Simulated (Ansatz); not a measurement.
The cluster Pb3S8. The state is a singlet with charge 0. Geometry PBE-D4/def2-SVP.

```tsv
atom	x (Å)	y (Å)	z (Å)
Pb1	1.5103	0.8233	-0.4520
Pb2	-1.0266	-0.1983	2.2333
Pb3	-0.4086	-2.9026	-0.5443
S4	-2.4057	-0.9932	-0.3992
S5	0.7781	2.1243	2.6965
S6	-1.5129	0.5465	-1.5789
S7	-0.8733	-0.4862	-3.2844
S8	-0.5905	2.1764	0.9540
S9	1.0923	-1.4004	1.1064
S10	0.7801	-1.5684	-2.6194
S11	2.6568	1.8786	1.8879
```

In the def2 sets Pb takes a core potential; there is no spin–orbit coupling. The structure comes from a short search, and lower isomers may exist.

Question: Estimate the orbital energies around the gap (eV) in Ansatz with PBE-D4/def2-SVP, PBE-D4/def2-TZVP, r2SCAN-D4/def2-TZVP, PBE0-D4/def2-SVP, PBE0-D4/def2-TZVP.

Answer: 
```tsv
orbital	PBE-D4/def2-SVP	PBE-D4/def2-TZVP	r2SCAN-D4/def2-TZVP	PBE0-D4/def2-SVP	PBE0-D4/def2-TZVP
HOMO−9	-7.10	-7.10	-7.40	-8.26	-8.21
HOMO−8	-6.81	-6.84	-7.14	-7.98	-7.96
HOMO−7	-6.73	-6.74	-7.03	-7.87	-7.84
HOMO−6	-6.59	-6.63	-6.90	-7.74	-7.72
HOMO−5	-6.47	-6.49	-6.76	-7.56	-7.52
HOMO−4	-6.14	-6.17	-6.45	-7.21	-7.19
HOMO−3	-5.97	-6.01	-6.25	-6.98	-6.98
HOMO−2	-5.80	-5.84	-6.09	-6.90	-6.88
HOMO−1	-5.41	-5.45	-5.66	-6.40	-6.38
HOMO	-4.68	-4.78	-4.97	-5.71	-5.76
LUMO	-3.00	-3.08	-3.00	-2.36	-2.40
LUMO+1	-2.96	-3.04	-2.94	-2.25	-2.31
LUMO+2	-2.73	-2.81	-2.68	-2.11	-2.15
LUMO+3	-2.43	-2.51	-2.38	-1.81	-1.85
LUMO+4	-2.32	-2.41	-2.28	-1.57	-1.64
LUMO+5	-2.04	-2.16	-2.03	-1.33	-1.43
```
